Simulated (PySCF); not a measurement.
## Exercise with solution: chemical shift, span and skew from a shielding tensor

CrO2F2, SMILES [O]=[Cr](=[O])([F])[F], multiplicity 1. Atoms are numbered in the order given.

```xyz
5

Cr     0.0000     0.0000     0.0521
O      0.0000    -1.2470     0.9529
O      0.0000     1.2470     0.9529
F     -1.3910     0.0000    -0.9165
F      1.3910     0.0000    -0.9165
```

Geometry optimised at B3LYP-D3(BJ)/def2-SVP. The spin state was assumed, not searched. The isomer is the one that the SMILES or the coordinates give; other isomers of the formula were not compared.

GIAO shieldings from PBE/pcSseg-1 in PySCF, non-relativistic, no solvent. The symmetric part of the tensor of F4 has the principal values -460.9, -43.7, 144.2 ppm. The same nucleus in CFCl3 has σ = 133.6 ppm at this level (PySCF, at its B3LYP-D3(BJ)/def2-TZVP geometry).

**Question.** Work out the isotropic shielding, the ¹⁹F shift against CFCl3, the span and the skew.

**Answer.** 
σ(iso) = (σ11 + σ22 + σ33)/3 = -120.1 ppm. δ = σ(ref) − σ(iso) = 133.6 − (-120.1) = 253.7 ppm.
Span Ω = σ33 − σ11 = 605.1 ppm. Skew κ = 3(σ(iso) − σ22)/Ω = -0.38. Tumbling in solution averages the tensor to δ; in a static solid the shielding alone would spread this spin-1/2 line over Ω.
